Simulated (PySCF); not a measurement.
HS₂, SMILES [S]S (connectivity only; charge and spin as stated), charge -1, multiplicity 1.

The structure is a stationary point at B3LYP-D3(BJ)/def2-TZVPD. The multiplicity is an assumed one; other spin states were not compared. The isomer is the one that the SMILES or the coordinates give; other isomers of the formula were not compared.

Two levels are set side by side: PBE/def2-TZVPD (PySCF) and M06-2X/def2-TZVPD (PySCF). Same geometry, gas phase. Differences are taken from unrounded values.

| quantity | PBE |
|---|---|
| orbital gap (eV) | 1.83 |
| highest occupied level (eV) | 1.12 |
| lowest empty level (eV) | 2.95 |
| mean polarisability (bohr³) | 76.3 |

Question: These are the PBE values. What does M06-2X give? (The exact figures need the calculation; the answer reports its results.)

Answer: 
```csv
quantity,M06-2X,PBE minus M06-2X
orbital gap (eV),4.46,-2.63
highest occupied level (eV),-0.97,2.09
lowest empty level (eV),3.49,-0.54
mean polarisability (bohr³),67.2,9.1
```

PBE's occupied levels lie high since its potential decays too fast outside the molecule; exact exchange lowers them and widens the gap. PBE's more diffuse valence density responds more strongly to a field. Differences between two approximate levels are no errors against the true value.

Rough cost on one machine, each run with all the roots and properties that it gave: M06-2X against PBE about 3 times.
